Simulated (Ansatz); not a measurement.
System: sum formula HBOF, charge 1, multiplicity 1. It need not be the lowest isomer of its formula. SMILES: [OH+]=BF
Geometry: optimised at B3LYP-D3(BJ)/def2-TZVP (Ansatz, an electronic-structure program).

Parts of the frozen-core correlation energy in STO-3G (Ansatz, hartree). Frozen orbitals: 3; correlated occupied orbitals by spin: 8 and 8; virtual: 5 and 5. No spin-orbit coupling. No relativistic terms.

```
term                            value
-------------------------  ----------
reference (HF)             -196.68307
MP2 opposite-spin                   ?
MP2 same-spin                       ?
CCSD correlation             -0.13207
(T)                                 ?
FCI minus CCSD(T)            -0.00002
T1 diagnostic                   0.022
largest doubles amplitude       0.063
```

Q: Complete the blanks.

A: 
- MP2 opposite-spin, value: -0.09213
- MP2 same-spin, value: -0.02975
- (T), value: -0.01209
